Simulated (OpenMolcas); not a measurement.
## Re²⁺: effect of the level shift or regulariser

```
Program             : OpenMolcas
Basis               : ANO-RCC-VDZP [7s6p4d2f1g]
Scalar Hamiltonian  : DKH2, point nucleus
Active space        : 5 electrons in 6 orbitals (5d 6s)
State averaging     : 2S+1 = 6 even, 6 roots; 2S+1 = 4 even, 84 roots kept (CI in the orbitals of an earlier block, 64 in the spin-orbit step); 2S+1 = 2 even, 184 roots kept (CI in the orbitals of an earlier block, 129 in the spin-orbit step)
Spin-orbit coupling : RASSI with atomic mean-field integrals over the reference wave functions, term energies averaged over their components
```

Methods on the same reference wave functions:
A. CASSCF
B. MS-CASPT2, IPEA 0.25 Eh, imaginary shift 0.1 Eh (closed shells correlated: 5s 5p)
C. MS-CASPT2, IPEA 0.25 Eh, imaginary shift 0.3 Eh (closed shells correlated: 5s 5p)

Energies in cm⁻¹ above 5d⁵ ⁶S_5/2, the measured ground level; measured values from the list in Brasseur, Gamrath and Quinet, At. Data Nucl. Data Tables 157, 101636 (2024).

| Level | A | B | C | Measured |
| --- | --- | --- | --- | --- |
| 5d⁵ ⁶S_5/2 | 0.0 | 0.0 | 0.0 | 0.0 |
| 5d⁴ 6s ⁶D_1/2 [67 %] | 15805 | 14360 | 14350 | 14396 |
| 5d⁴ 6s ⁶D_5/2 [69 %] | 20518 | 19490 | 19480 | 19719 |
| 5d⁵ ⁴G_7/2 [59 %] | 21091 | 19160 | 19160 | 16890 |
| 5d⁵ ⁴G_11/2 | 22121 | 20590 | 20590 | 18020 |
| 5d⁵ ⁴G_9/2 | 22603 | 21020 | 21030 | 18346 |
| 5d⁴ 6s ⁶D_7/2 | 22679 | 21540 | 21530 | 22106 |
| 5d⁴ 6s ⁶D_9/2 | 24824 | 23630 | 23620 | 23471 |
| 5d⁵ ⁴D_7/2 [60 %] | 25751 | 23530 | 23530 | 20453 |
| 5d⁵ ⁴D_1/2 [64 %] | 26989 | 24440 | 24440 |  |
| 5d⁵ ²I_11/2 [72 %] | 32107 | 30470 | 30470 | 26170 |
| 5d⁵ ²I_13/2 | 34803 | 33410 | 33410 | 28588 |
| 5d⁵ ²F_7/2(1) [52 %] | 37025 | 34020 | 34030 |  |
| 5d⁵ ⁴F_5/2 [66 %] | 37051 | 33800 | 33800 | 30302 |
| 5d⁴ 6s ⁴H_9/2 [61 %] | 39748 | 37650 | 37660 | 35140 |
| 5d⁴ 6s ⁴H_11/2 [74 %] | 41698 | 39960 | 39960 | 38168 |
| 5d⁴ 6s ⁴H_13/2 | 43572 | 41970 | 41960 | 39300 |
| 5d⁵ ²S_1/2 [65 %] | 44696 | 40640 | 40650 |  |
| 5d⁵ ²H_11/2 [61 %] | 45087 | 42710 | 42720 |  |
| 5d⁴ 6s ⁴F_9/2 [50 %] | 46597 | 43700 | 43710 |  |
| 5d⁵ ²D_3/2(2) [74 %] | 51014 | 46470 | 46480 |  |
| 5d⁴ 6s ⁴G_11/2 [61 %] | 51168 | 48700 | 48700 |  |
| 5d⁵ ²D_5/2(2) [52 %] | 51616 | 47410 | 47410 |  |

Deviations, from unrounded energies. A percentage is the sum of absolute deviations over the sum of measured energies, with the sign that they share, or ± where signs differ.

```
                        Against measurement  Levels      A      B      C
             mean absolute deviation (cm-1)      14   3800   2200   2200
other terms of the ground configuration (%)       7  +23.2  +14.6  +14.6
                   other configurations (%)       7   +8.6   ±4.1   ±4.1
```

B, C lie about equally close to measurement and A furthest from it. The largest miss of B in the table is 5d⁵ ²I_13/2, by +4800 cm-1. The ranking rests on the paired levels alone, and a cruder setting can come out closer through cancelling errors.

Between B and C the level of the table that moves most is 5d⁵ ²S_1/2 [65 %], by 14 cm-1 (lowest in B, highest in C). Moves below CASPT2's spread within the term are not significant.

The two smallest mean deviations differ by little beside CASPT2's spread within terms, so their order carries little weight.

From A to B the spin-free energies of the other terms of 5d⁵ shown, above ⁶S, scale by factors of 0.88 to 0.95, as is usual when dynamic correlation screens the repulsion within a d or f shell.

The lowest spin-free term lies below A's lowest term by 0.214 hartree in B, 0.214 hartree in C.

Term energies are means over components that CASPT2 splits; among the terms shown or strongly mixed into the levels shown the widest spread is 340 cm-1 (5d⁴ 6s ⁴H, B). Some high roots are left out of the spin-orbit mixing, which shifts the levels that they would mix with. Some levels mix across a computed gap that differs much from the measured one, so their mixing is not that of the real levels. Terms from blocks run as CI alone lack orbitals of their own. Configurations are named by rounded mean occupations; where the s occupation lies near a half they are strongly mixed, a name can repeat and a true partner stay unpaired. A single d shell beside an s shell can misplace configurations of different d count against each other. The CASPT2 spread within a term exceeds the gap to the next term for 5d⁵ ⁴P and 5d⁵ ⁴G, 5d⁵ ⁴G and 5d⁴ 6s ⁶D, 5d⁴ 6s ²I and 5d⁴ 6s ²H, so the order of their levels is uncertain, and so are names and mixing where such terms share a J (figures for B; the like holds for C). Without dynamic correlation excited terms often stand tens of per cent too high (terms of higher spin than the ground term too low), and those without a measured partner can miss by more than the paired ones (holds for A). Blocks of more than 70 roots (2S+1 = 2 even) ran without multistate coupling (holds for B; C). Some terms miss by over 15 % even with CASPT2, which points to a basis or an active space too small for the shells correlated (holds for B; C). Measured partners are found by configuration, term and J. A level has none where our copy of the source lacks it or the pairing is in doubt (some pairs that miss far off the trend of their configuration count as doubtful), and it then counts in no deviation. Only configurations of the active space appear. Levels that lie high or do not pair safely by name in every column are left out.

A share in square brackets marks a mixed level and gives the weight of the term that names it, the lowest over the columns. A number in round brackets counts repeated terms of one configuration in the order of the reference energies.
